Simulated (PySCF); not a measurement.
SMILES c1cc(sc1[SeH])C=O, GFN2-xTB optimised geometry.

```
12

O     -2.54    -2.27     0.00
C     -1.34    -2.33     0.00
C     -0.45    -1.19     0.00
C      0.93    -1.19     0.00
C      1.49     0.09     0.00
C      0.53     1.07     0.00
Se     0.86     2.93     0.00
S     -1.07     0.43     0.00
H     -0.80    -3.29     0.00
H      1.51    -2.10     0.00
H      2.54     0.30     0.00
H     -0.54     3.29     0.00
```

Density from CAM-B3LYP/def2-TZVP (PySCF) at that geometry.

Minimum of the electron density along straight lines between bonded atoms, close to the bond critical point (lines longer than 1.1 times the sum of covalent radii, or with two minima, are not listed):

```tsv
bond	length / Å	ρ at the minimum / e bohr⁻³	∇²ρ there / e bohr⁻⁵	position (fraction from the first atom)
O1–C2	1.207	0.426	-0.17	0.66
C2–C3	1.440	0.298	…	0.49
C3–C4	1.377	0.326	-0.95	0.51
C4–C5	1.396	0.316	-0.94	0.51
C5–C6	1.375	0.326	-0.95	0.48
C6–Se7	1.888	0.166	-0.17	0.51
C3–S8	1.740	0.211	-0.43	0.47
C6–S8	1.724	0.216	-0.46	0.50
C2–H9	1.109	0.279	-0.99	0.65
C4–H10	1.076	0.291	-1.07	0.65
C5–H11	1.076	0.289	-1.05	0.65
Se7–H12	1.446	…	…	0.63
```

Task: Complete the blanks.

Result: 
- C2–C3, ∇²ρ there / e bohr⁻⁵: -0.88
- Se7–H12, ρ at the minimum / e bohr⁻³: 0.186
- Se7–H12, ∇²ρ there / e bohr⁻⁵: -0.36
